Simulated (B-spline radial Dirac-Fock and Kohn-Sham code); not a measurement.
## Magnetic form factor of the 5d shell of Ba⁺

System: Ba⁺, 1s2 2s2 2p6 3s2 3p6 3d10 4s2 4p6 4d10 5s2 5p6 5d1 (an excited configuration).

Input file task.json (cfg lists n, l and occupation; rrms is the nuclear radius in fm):

```json
{"items": [{
  "Z": 56,
  "q": 1,
  "cfg": [[1, 0, 2], [2, 0, 2], [2, 1, 6], [3, 0, 2], [3, 1, 6], [3, 2, 10], [4, 0, 2], [4, 1, 6], [4, 2, 10], [5, 0, 2], [5, 1, 6], [5, 2, 1]],
  "A": 138,
  "rrms": 4.8378,
  "do": ["scatter"],
  "s": [0.0, 0.06, 0.07, 0.09, 0.11, 0.14, 0.17, 0.21, 0.27, 0.33, 0.42, 0.52, 0.65, 0.81, 1.01, 1.26, 1.57, 1.96, 2.45, 3.05, 3.81, 4.75, 5.93],
  "pz": [0, 0.1, 0.2, 0.3, 0.4, 0.5, 0.6, 0.8, 1.0, 1.2, 1.4, 1.6, 1.8, 2.0, 2.5, 3.0, 4.0, 5.0, 7.0, 10.0, 15.0, 20.0, 30.0, 40.0, 60.0, 100.0],
  "hv_scatter": [1000, 5000, 10000, 30000, 100000, 200000, 500000, 1000000]
}]}
```

Launch: `python xray_run.py task.json out`

The computed values come from a radial B-spline solver: Dirac-Fock orbitals of the configuration average with a finite nucleus. ⟨j_K⟩ is the integral of the 5d radial density with the spherical Bessel function j_K(4πsr), s = sin θ/λ.

| s (Å⁻¹) | ⟨j0⟩ | ⟨j2⟩ | ⟨j4⟩ |
| --- | --- | --- | --- |
| 0 | 1.0000 | 0.0000 | 0.0000 |
| 0.06 | 0.7088 | 0.1074 | 0.0064 |
| 0.07 | 0.6269 | 0.1337 | 0.0108 |
| 0.09 | 0.4641 | 0.1786 | 0.0237 |
| 0.11 | 0.3184 | 0.2075 | 0.0408 |
| 0.14 | 0.1521 | 0.2178 | 0.0689 |
| 0.17 | 0.0496 | 0.1979 | 0.0920 |
| 0.21 | -0.0140 | 0.1501 | 0.1075 |
| 0.27 | -0.0295 | 0.0792 | 0.1016 |
| 0.33 | -0.0151 | 0.0321 | 0.0789 |
| 0.42 | 0.0058 | 0.0010 | 0.0431 |
| 0.52 | 0.0133 | -0.0045 | 0.0164 |
| 0.65 | 0.0095 | 0.0008 | 0.0015 |
| 0.81 | 0.0024 | 0.0056 | -0.0011 |
| 1.01 | -0.0009 | 0.0051 | 0.0017 |
| 1.26 | -0.0001 | 0.0019 | 0.0034 |
| 1.57 | 0.0014 | -0.0001 | 0.0024 |

Radial moments of the shell: ⟨r²⟩ = 13.13, ⟨r⁴⟩ = 310.3, ⟨r⁶⟩ = 11820 in powers of bohr.
